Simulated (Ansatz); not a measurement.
`B[O][AlH][BH2]` + `C=C=N` → `BN=C=C` + `[BH2][AlH][OH]` at 298.15 K and 1 bar (ligand exchange at a B–O bond).

Calculated with Ansatz (gas phase, PBE0-D4/def2-TZVP geometries, no zero-point term in ΔE). CCSD(T)/CBS adds triple-zeta CCSD(T) − MP2 to the extrapolated MP2 energy (def2 sets, frozen cores). This one scheme is used for every species. One conformer a species, not always the lowest.

```csv
species,CCSD(T)/CBS energy (Eh),H − E (kJ/mol),S (J/(mol·K))
`B[O][AlH][BH2]`,-369.81639,156.5,342.5
`C=C=N`,-132.55079,127.2,249.7
`BN=C=C`,-157.96924,162.2,277.7
`[BH2][AlH][OH]`,-344.39123,121.0,298.3
```

H − E and S are ideal-gas, rigid-rotor, harmonic terms from PBE0-D4/def2-TZVP, for one conformer and one mirror image of each species. 1 Eh = 2625.50 kJ/mol, R = 8.31446 J/(mol·K).

Problem. By hand: ΔE, ΔH, ΔS and ΔG.

Solution. ΔE = (-157.96924) + (-344.39123) − (-369.81639) − (-132.55079) = 0.00671 Eh = 17.6 kJ/mol. Δ(H − E) = 162.2 + 121.0 − 156.5 − 127.2 = -0.5, so ΔH = 17.1 kJ/mol. ΔS = 277.7 + 298.3 − 342.5 − 249.7 = -16.2 J/(mol·K). ΔG = 17.1 − 298.15 × (-16.2)/1000 = 21.9 kJ/mol.

Problem. By hand: the equilibrium constant, and the temperature at which ΔG would vanish if ΔH and ΔS stayed fixed.

Solution. log₁₀ K = −ΔG/(RT ln 10) = -3.8. ΔH and −TΔS have one sign here, so there is no such temperature.

ΔH outweighs TΔS. A doubt of 5 kJ/mol in ΔE shifts log₁₀ K by 0.9 here. Other conformers and mirror images would add mixing entropy, several J/(mol·K) or more a flexible species. These are equilibria of isolated gas molecules and say nothing of rates. Largest T1 diagnostic: 0.017 (customary marks: 0.02 for closed shells, 0.045 for open ones).
